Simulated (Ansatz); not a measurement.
Cartesian coordinates in Å:
```
P 1.287 0.655 0.554
S -0.487 -0.516 0.645
C -1.044 -0.369 -0.971
Se -2.514 -1.132 -1.565
H 1.045 1.399 1.738
H 2.126 -0.280 1.214
H -0.412 0.242 -1.616
```

Charge 0, multiplicity 1.

List the CAM-B3LYP/def2-TZVPP orbital energies in eV (Ansatz). (An estimate is asked.)

Ansatz gave: Occupied: -12352.35, -2421.02, -2100.06, -1581.54, -1419.75, -1419.75, -1419.67, -281.45, -219.01, -214.15, -181.29, -163.59, -163.49, -163.41, -158.26, -158.23, -157.96, -131.30, -131.25, -131.15, -59.13, -59.09, -58.89, -58.86, -58.80, -25.11, -22.10, -19.64, -17.53, -14.27, -13.40, -12.55, -11.31, -11.23, -9.61, -8.21, -7.58. Lowest empty: -1.37, 0.07, 1.14, 1.38, 1.95, 3.17, 3.39, 4.59.
